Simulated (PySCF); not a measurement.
F3OV, SMILES [O]=[V]([F])([F])[F] (connectivity only; charge and spin as stated), charge -1, multiplicity 2.

Geometry: r2SCAN-D4/def2-SVPD. The spin state was assumed, not searched. The isomer is the one that the SMILES or the coordinates give; other isomers of the formula were not compared.

Method: r2SCAN-D4/def2-SVPD run with PySCF.

Frequencies are harmonic and unscaled.

Computed vibrational spectrum:
```
mode  ν (cm⁻¹)  IR (km/mol)  moving atoms (share of kinetic energy)
----  --------  -----------  --------------------------------------
1           78         59.5                  F 47 %, O 27 %, V 26 %
2          152          1.7                          F 71 %, O 29 %
3          163          4.5                                  F 91 %
4          223          7.6                   F 69 %, V 22 %, O 9 %
5          272         11.6                  O 51 %, F 34 %, V 15 %
6          602         93.4                          F 85 %, V 12 %
7          604        247.0                          F 68 %, V 32 %
8          635        181.4                          F 63 %, V 36 %
9         1021        283.8                          O 75 %, V 25 %
```
